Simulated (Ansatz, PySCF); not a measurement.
Gas-phase reaction (SMILES): CO[Si](Cl)(Cl)Cl [trichloro(methoxy)silane] + [H][H] (H2) -> Cl[SiH](Cl)Cl [trichlorosilane] + CO (CH4O) [methanol]; hydrogen cleaves one Si-O bond, a model of a ligand-exchange step.

Each molecule is optimised on its own at B3LYP-D3(BJ)/def2-TZVP (Ansatz, a quantum-chemistry and plane-wave program), one conformer each, not searched for the lowest. Cores are frozen in the correlated levels unless marked. No spin-orbit coupling. Non-relativistic. Basis-set limits of correlation are two-point, X^-3; Hartree-Fock from the larger set. Thermal terms are rigid-rotor harmonic-oscillator values from B3LYP-D3(BJ) frequencies (Ansatz or PySCF) at 298.15 K and 1 atm. 1 Eh = 627.5095 kcal/mol.

```
species           E, CCSD(T)/CBS(cc-pV(T+d)Z,cc-pV(Q+d)Z) (Ansatz) (Eh)  E, wB97M-V/def2-TZVPD (Ansatz) (Eh)  H - E (Eh)
----------------  -----------------------------------------------------  -----------------------------------  ----------
CO[Si](Cl)(Cl)Cl                                            -1783.63102                          -1785.41370     0.05762
[H][H] (H2)                                                    -1.17450                             -1.16077     0.01336
Cl[SiH](Cl)Cl                                               -1669.15876                          -1670.82166     0.02027
CO (CH4O)                                                    -115.60979                           -115.71687     0.05533
```

Q: Work out ΔE and ΔH at 298.15 K at the first level, then ΔH at the second.

A: 
1. ΔE = [(-1669.15876) + (-115.60979)] - [(-1783.63102) + (-1.17450)] = 0.03697 Eh = 23.2 kcal/mol at CCSD(T)/CBS(cc-pV(T+d)Z,cc-pV(Q+d)Z).
2. The terms H - E add up to 0.00462 Eh, so ΔH = (0.03697 + (0.00462))×627.5095 = 26.1 kcal/mol.
3. At wB97M-V/def2-TZVPD the same steps give ΔE = 22.6 and ΔH = 25.5 kcal/mol, a shift of -0.6 from the first level.
4. These values are not checked against measurement here, since the tables used lack a sound gas-phase enthalpy of formation for at least one species.
